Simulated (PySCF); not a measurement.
Vertical excitations of a molecule C2H6BFO from TDDFT-PBE/def2-SVPD (PySCF), as energy in eV (oscillator strength): 7.22 (0.011), 7.26 (0.005), 7.41 (0.004), 7.96 (0.105), 8.08 (0.023), 8.13 (0.024), 8.45 (0.026), 8.57 (0.006), 8.58 (0.005), 8.67 (0.005). Lowest triplet (TDA): 6.85 eV. Geometry optimised at r2SCAN-D4/def2-SVP. The values are those of a single conformer.

### Question
Which molecule gave these data?
(A) CB(O)CF
(B) CCB(O)F
(C) COB(C)F
(D) CCOBF

### Answer
C, COB(C)F
